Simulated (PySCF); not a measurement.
**Electric field gradients and quadrupole coupling constants**

C8H11FO.
Z-matrix (Å and degrees, GFN2-xTB geometry), rows numbered from 1:
```
C 
C   1  1.3187
C   2  1.5011  1  124.80
F   3  1.3857  2  110.72  1    -4.25
C   3  1.5129  2  111.13  1   116.77
C   5  1.5001  3  119.95  2    84.90
C   6  1.4987  5   60.12  3   109.54
C   7  1.5086  5  120.22  6  -109.96
C   8  1.5036  7  112.48  5   160.97
O   9  1.1968  8  125.87  7     0.65
H   1  1.0762  2  121.78  3  -179.48
H   1  1.0770  2  121.36  3     1.01
H   2  1.0811  1  121.89  3   178.96
H   3  1.0998  2  110.16  1  -120.75
H   5  1.0836  3  112.53  2   -59.98
H   6  1.0789  5  118.49  7  -107.97
H   6  1.0792  5  117.93  7   108.60
H   7  1.0827  5  116.94  6   106.67
H   8  1.0932  7  111.12  5    39.69
H   8  1.0951  7  110.60  5   -78.93
H   9  1.1096  8  113.01  7  -179.72
```

Field gradients from the PBE0/pcSseg-1 density (PySCF, non-relativistic), principal values in atomic units, ordered |Vxx| ≤ |Vyy| ≤ |Vzz|:

| atom | Vxx | Vyy | Vzz |
| --- | --- | --- | --- |
| O10 | 0.4123 | 1.6271 | -2.0394 |

**Question.** Find the asymmetry η = (Vxx − Vyy)/Vzz and the couplings χ = eQV/h (234.96 MHz × Q in barn × V in au), with Q(17O) = −0.0256 b.

**Answer.** 
```
atom      environment  nucleus     η  χzz (MHz)  χxx (MHz)  χyy (MHz)
 O10  aldehyde oxygen      17O  0.60      12.27      -2.48      -9.79
```

**Question.** What is Vzz at O10 in SI units (1 au = 9.71736 × 10²¹ V/m²)?

**Answer.** -2.0394 au = -19.817 × 10²¹ V/m².

**Question.** And the gradient at the other heavy atoms, for which no coupling is worked out here?

**Answer.** 
```tsv
atom	environment	Vzz (au)	η
C1	terminal =CH2 carbon	0.322	0.30
C2	alkene CH carbon	0.295	0.64
C3	sp3 C–F carbon	0.523	0.11
F4	alkyl fluorine	3.017	0.02
C5	three-membered-ring carbon	0.175	0.62
C6	three-membered-ring carbon	0.180	0.10
C7	three-membered-ring carbon	0.191	0.39
C8	sp3 carbon next to a carbonyl	0.022	0.73
C9	aldehyde carbon	0.568	0.02
```

Were the hydrogens deuterons (Q(2H) = 0.00286 b), χzz would run from 179 kHz (H21) to 228 kHz (H11).

One conformer (not necessarily the lowest) at the GFN2-xTB geometry, without solvent, vibrations or thermal averaging. GFN2-xTB bond lengths can be off by several hundredths of an ångström, more for odd bonds, and the gradients follow them. These gradients aren't converged with respect to the basis.

The run behind these numbers computed NMR shieldings as well. On one thread of an Arm Neoverse V2, no GPU, shared host, this took 37 s and 1.1 GiB of memory at its peak.
